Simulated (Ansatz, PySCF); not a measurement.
C2BrCl3, SMILES ClC(Cl)=C(Cl)Br. Atoms are numbered in the order given.

```xyz
6

Cl     2.0403    -0.9189     0.0000
C      0.3157    -0.9909     0.0000
Cl    -0.3557    -2.5838     0.0000
C     -0.4641     0.1120     0.0000
Cl    -2.1865     0.0139     0.0000
Br     0.2559     1.8569     0.0000
```

Geometry optimised at B3LYP-D3(BJ)/def2-SVP.

Two levels are set side by side: PBE-D3(BJ)/def2-SVP (Ansatz, a first-principles code) and B3LYP-D3(BJ)/def2-SVP (Ansatz). Each level has its own optimised geometry; the coordinates shown are those of the second. Frequencies come from the Hessian of PySCF at each geometry. Differences are taken from unrounded values.

| quantity | B3LYP-D3(BJ) |
|---|---|
| mean bond length (Å) | 1.684 |
| bond Cl1–C2 (Å) | 1.726 |
| bond C2–Cl3 (Å) | 1.729 |
| bond C2–C4 (Å) | 1.351 |
| bond C4–Cl5 (Å) | 1.725 |
| bond C4–Br6 (Å) | 1.888 |
| highest harmonic wavenumber (cm⁻¹) | 1619 |
| mean harmonic wavenumber (cm⁻¹) | 537 |
| zero-point energy (kcal/mol) | 9.22 |

Question: What does PBE-D3(BJ) give, and how far is it from B3LYP-D3(BJ)? (An estimate is asked for; the answer gives what the named calculation found.)

Answer: 
```csv
quantity,PBE-D3(BJ),PBE-D3(BJ) minus B3LYP-D3(BJ)
mean bond length (Å),1.685,0.001
bond Cl1–C2 (Å),1.725,-0.002
bond C2–Cl3 (Å),1.727,-0.002
bond C2–C4 (Å),1.364,0.013
bond C4–Cl5 (Å),1.723,-0.002
bond C4–Br6 (Å),1.886,-0.002
highest harmonic wavenumber (cm⁻¹),1564,-54
mean harmonic wavenumber (cm⁻¹),523,-14
zero-point energy (kcal/mol),8.98,-0.24
```
